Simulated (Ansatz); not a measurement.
Start from `OBB(F)[SiH3]` and change one atom or group to get `FB([SiH3])[SeH]`.

Ansatz, PBE0-D4/def2-TZVP geometries, multiplicity 1. Each molecule was computed in one conformer, which needn't be the lowest.

Scalar relativity is left out up to krypton.

```
                                          property  `OBB(F)[SiH3]`
               HOMO energy (B3LYP/def2-TZVPP) / eV           -7.04
               LUMO energy (B3LYP/def2-TZVPP) / eV           -1.86
size of the dipole moment (ωB97M-V/def2-TZVPP) / D            2.21
  size of the dipole moment (B3LYP/def2-TZVPP) / D            2.20
              HOMO–LUMO gap (PBE0/def2-TZVPP) / eV            5.56
                 HOMO energy (PBE/def2-TZVPP) / eV           -5.93
```

(1) What does the change do to each property? (An estimate is asked.)

Answers

(1) Computed: 
| property | `FB([SiH3])[SeH]` | shift |
| --- | --- | --- |
| HOMO energy (B3LYP/def2-TZVPP) / eV | -7.61 | -0.57 |
| LUMO energy (B3LYP/def2-TZVPP) / eV | -1.65 | 0.21 |
| size of the dipole moment (ωB97M-V/def2-TZVPP) / D | 0.46 | -1.75 |
| size of the dipole moment (B3LYP/def2-TZVPP) / D | 0.54 | -1.66 |
| HOMO–LUMO gap (PBE0/def2-TZVPP) / eV | 6.36 | 0.80 |
| HOMO energy (PBE/def2-TZVPP) / eV | -6.75 | -0.82 |

With PBE0 the HOMO falls by 0.63 eV and the LUMO rises by 0.17 eV, so the gap widens by about 0.80 eV. PBE moves the HOMO by -0.82 eV and ωB97M-V by -0.60 eV. Dipoles are sizes alone; their direction can turn.

B3LYP here is the variant with VWN-RPA as its local correlation; programs differ in this.

Spin–orbit coupling is left out; it splits and shifts lone-pair levels of the heavy atoms by tenths of an eV.
